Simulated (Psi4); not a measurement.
cyclopentasilane (H$_{10}$Si$_{5}$), singlet, at a GFN2-xTB geometry; Psi4 with WB97X/6-31G*.

Input for Psi4:
```
memory 2 GB

molecule {
0 1
  Si    0.89417552    1.27504538    1.23383194
  Si    1.84705489   -0.65518290    0.32696139
  Si    0.23760211   -1.69522418   -1.00879286
  Si   -1.70023993   -0.39230054   -0.95029712
  Si   -1.27859856    1.46770474    0.39832196
  H     0.89674347    1.22968577    2.70132679
  H     1.69637423    2.46618182    0.93006335
  H     2.33852119   -1.55641725    1.37625952
  H     3.05646552   -0.34046095   -0.44354549
  H    -0.02599594   -3.06728188   -0.55816686
  H     0.71891426   -1.87649521   -2.38377269
  H    -2.84572076   -1.16314357   -0.45121847
  H    -2.12116492    0.00564146   -2.29909414
  H    -1.45003107    2.71786551   -0.35222064
  H    -2.26402256    1.58382923    1.48001450
}

set basis 6-31g*

energy('wb97x')
print_variables()
```

The log (banner, timings and long lists left out):

```
   => Loading Basis Set <=

    Name: 6-31G*
    Role: ORBITAL
    Keyword: BASIS

         ---------------------------------------------------------
                                   SCF
               by Justin Turney, Rob Parrish, Andy Simmonett
                          and Daniel G. A. Smith
                              RKS Reference
         ---------------------------------------------------------

  ==> Geometry <==

    Molecular point group: c1
    Full point group: C1

    Geometry (in Angstrom), charge = 0, multiplicity = 1:

       Center              X                  Y                   Z               Mass
    ------------   -----------------  -----------------  -----------------  -----------------
         SI           0.894176073133     1.275041450408     1.233829598121    27.976926534650
         SI           1.847055443133    -0.655186829592     0.326959048121    27.976926534650
         SI           0.237602663133    -1.695228109592    -1.008795201879    27.976926534650
         SI          -1.700239376867    -0.392304469592    -0.950299461879    27.976926534650
         SI          -1.278598006867     1.467700810408     0.398319618121    27.976926534650
         H            0.896744023133     1.229681840408     2.701324448121     1.007825032230
         H            1.696374783133     2.466177890408     0.930061008121     1.007825032230
         H            2.338521743133    -1.556421179592     1.376257178121     1.007825032230
         H            3.056466073133    -0.340464879592    -0.443547831879     1.007825032230
         H           -0.025995386867    -3.067285809592    -0.558169201879     1.007825032230
         H            0.718914813133    -1.876499139592    -2.383775031879     1.007825032230
         H           -2.845720206867    -1.163147499592    -0.451220811879     1.007825032230
         H           -2.121164366867     0.005637530408    -2.299096481879     1.007825032230
         H           -1.450030516867     2.717861580408    -0.352222981879     1.007825032230
         H           -2.264022006867     1.583825300408     1.480012158121     1.007825032230

  Running in c1 symmetry.

  Rotational constants: A =      0.05081  B =      0.05081  C =      0.02647 [cm^-1]
  Rotational constants: A =   1523.15596  B =   1523.15183  C =    793.65098 [MHz]
  Nuclear repulsion =  493.045003503897817

  Charge       = 0
  Multiplicity = 1
  Electrons    = 80
  Nalpha       = 40
  Nbeta        = 40

  ==> Algorithm <==

  SCF Algorithm Type is DF.
  DIIS enabled.
  MOM disabled.
  Fractional occupation disabled.
  Guess Type is SAD.
  Energy threshold   = 1.00e-06
  Density threshold  = 1.00e-06
  Integral threshold = 1.00e-12

  ==> Primary Basis <==

  Basis Set: 6-31G*
    Blend: 6-31G*
    Number of shells: 60
    Number of basis functions: 115
    Number of Cartesian functions: 115
    Spherical Harmonics?: false
    Max angular momentum: 2

  ==> DFT Potential <==

   => LibXC <=

    Version 7.1.2
    S. Lehtola, C. Steigemann, M. J. T. Oliveira, and M. A. L. Marques,  SoftwareX 7, 1–5 (2018) (10.1016/j.softx.2017.11.002)

   => Composite Functional: WB97X <=

    wB97X Hyb-GGA Exchange-Correlation Functional

    J.-D. Chai and M. Head-Gordon,  J. Chem. Phys. 128, 084106 (2008) (10.1063/1.2834918)

    Deriv               =              1
    GGA                 =           TRUE
    Meta                =          FALSE

    Exchange Hybrid     =           TRUE
    MP2 Hybrid          =          FALSE

   => Exchange-Correlation Functionals <=

    1.0000   wB97X range-separated functional

   => Exact (HF) Exchange <=

    0.8423            HF,LR [omega = 0.3000]
    0.1577               HF

   => LibXC Density Thresholds  <==

    XC_HYB_GGA_XC_WB97X:  1.00E-14

   => Molecular Quadrature <=

    Radial Scheme          =       TREUTLER
    Pruning Scheme         =           NONE
    Nuclear Scheme         =       TREUTLER

    Blocking Scheme        =         OCTREE
[...]
    Weights Tolerance      =       1.00E-15

   => Loading Basis Set <=

    Name: (6-31G* AUX)
    Role: JKFIT
    Keyword: DF_BASIS_SCF

  ==> Integral Setup <==

  SCF_SUBTYPE=INCORE selected. In-core MEM_DF algorithm will be used.
  Using in-core AOs.

  ==> MemDFJK: Density-Fitted J/K Matrices <==

    J tasked:                   Yes
    K tasked:                   Yes
    wK tasked:                  Yes
    Omega:                3.000E-01
    Algorithm:                 Core
    Schwarz Cutoff:           1E-12
    Mask sparsity (%):       3.7807
    Fitting Condition:        1E-10

   => Auxiliary Basis Set <=

  Basis Set: (6-31G* AUX)
    Blend: CC-PVDZ-JKFIT
    Number of shells: 270
    Number of basis functions: 900
    Number of Cartesian functions: 900
    Spherical Harmonics?: false
    Max angular momentum: 3

  Minimum eigenvalue in the overlap matrix is 2.8670829176E-03.
  Reciprocal condition number of the overlap matrix is 4.2283060349E-04.
    Using symmetric orthogonalization.

  ==> Pre-Iterations <==

  SCF Guess: Superposition of Atomic Densities via on-the-fly atomic UHF (no occupation information).

   -------------------------
    Irrep   Nso     Nmo
   -------------------------
     A        115     115
   -------------------------
    Total     115     115
   -------------------------

  ==> Iterations <==

                           Total Energy        Delta E     RMS |[F,P]|

   @DF-RKS iter SAD: -1452.68260751752496   -1.45268e+03   0.00000e+00
   @DF-RKS iter   1: -1453.32004429593349   -6.37437e-01   1.89106e-03 ADIIS/DIIS
   @DF-RKS iter   2: -1453.35966709618970   -3.96228e-02   8.07920e-04 ADIIS/DIIS
   @DF-RKS iter   3: -1453.36647042481354   -6.80333e-03   1.92994e-04 ADIIS/DIIS
   @DF-RKS iter   4: -1453.36732509078979   -8.54666e-04   5.16304e-05 DIIS
   @DF-RKS iter   5: -1453.36738396873443   -5.88779e-05   5.08224e-06 DIIS
   @DF-RKS iter   6: -1453.36738462536482   -6.56630e-07   7.95979e-07 DIIS
  Energy and wave function converged.

  ==> Post-Iterations <==

   Electrons on quadrature grid:
      Ntotal   =   79.9999855443 ; deviation = -1.446e-05

    Orbital Energies [Eh]
    ---------------------

    Doubly Occupied:

[...]
      40A     -0.368117

    Virtual:

[...]
    Final Occupation by Irrep:
              A
    DOCC [    40 ]
    NA   [    40 ]
    NB   [    40 ]

  @DF-RKS Final Energy: -1453.36738462536482

   => Energetics <=

    Nuclear Repulsion Energy =            493.0450035038978172
    One-Electron Energy =               -2995.8925502493298154
    Two-Electron Energy =                1130.5447309145938561
    DFT Exchange-Correlation Energy =     -81.0645687945267639
    Empirical Dispersion Energy =           0.0000000000000000
    VV10 Nonlocal Energy =                  0.0000000000000000
    Total Energy =                      -1453.3673846253648207

Computation Completed

Properties will be evaluated at   0.000000,   0.000000,   0.000000 [a0]

Properties computed using the SCF density matrix

 Multipole Moments:

 ------------------------------------------------------------------------------------
     Multipole            Electronic (a.u.)      Nuclear  (a.u.)        Total (a.u.)
 ------------------------------------------------------------------------------------

 L = 1.  Multiply by 2.5417464519 to convert [e a0] to [Debye]
 Dipole X            :         -0.0000870            0.0000833           -0.0000037
 Dipole Y            :          0.0006271           -0.0005942            0.0000329
 Dipole Z            :          0.0003733           -0.0003536            0.0000196
 Magnitude           :                                                    0.0000384

 ------------------------------------------------------------------------------------

  Variable Map:
  ----------------------------------------------------------------------------
[...]
  Array Variable Map:
  ----------------------------------------------------------------------------
[...]
[...]
```
